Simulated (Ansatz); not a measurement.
Consider the formal exchange of groups at the Si–C bond: `C#C[SiH2]C=O` + `BC(=C)SC` → `B[SiH2]C=O` + `C#CC(=C)SC`.

Calculated with Ansatz (gas phase, PBE0-D4/def2-TZVP geometries, no zero-point term in ΔE). CBS: MP2 limit from def2 TZ/QZ plus the TZ coupled-cluster correction, frozen cores. DFT in def2-TZVPP. Each species was taken in one conformer, which may not be the lowest.

```
             level  ΔE (kJ/mol)
           ωB97M-V         92.7
            B2PLYP         90.1
SCS-MP2/def2-QZVPP         95.4
      HF/CBS(def2)         96.8
```

What does CCSD(T)/CBS give? (Best estimate.)

Ansatz gave: +91.4 kJ/mol. The listed levels differ from it by 1.3, -1.3, 4.0, 5.4 kJ/mol.

Largest T1 diagnostic among the species: 0.016.

From PBE to PBE0 (25 % exact exchange), in def2-TZVPP and without D4, ΔE moves by +6.5 kJ/mol.
